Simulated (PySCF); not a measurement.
```xyz
3
charge 0 multiplicity 3, angstrom
Te    0.0000    0.0000   -0.5133
Mg    1.9627    0.0000    1.3252
Mg   -1.9627    0.0000    1.3252
```

These are results of PySCF, UB3LYP, basis Te def2-SVP with ECP28, Mg def2-SVP (scalar-relativistic core potentials, no spin–orbit coupling, density fitting), not measurements.

This geometry of Mg₂Te is a stationary point at this level.

**Question.** What is the point group?

**Answer.** C2v.

**Question.** Is it a minimum?

**Answer.** Yes: all harmonic wavenumbers are real.

**Question.** List the harmonic modes with their infrared intensities.

**Answer.** 
```json
{"symmetry": "a1", "ω (cm⁻¹)": "66", "IR (km/mol)": "0.0", "type": "bend"}
{"symmetry": "b2", "ω (cm⁻¹)": "265", "IR (km/mol)": "45.7", "type": "stretch"}
{"symmetry": "a1", "ω (cm⁻¹)": "267", "IR (km/mol)": "10.0", "type": "stretch"}
```

**Question.** What is the atomisation energy, with and without zero-point energy?

**Answer.** 242 kJ/mol without, 238 kJ/mol with.

In C2v the vibrations span 2a1 + b2. Here b1 is antisymmetric to the molecular plane and b2 lies in it.

Other isomers or separated fragments may lie lower. No spin–orbit coupling is included, which matters more the heavier the element.
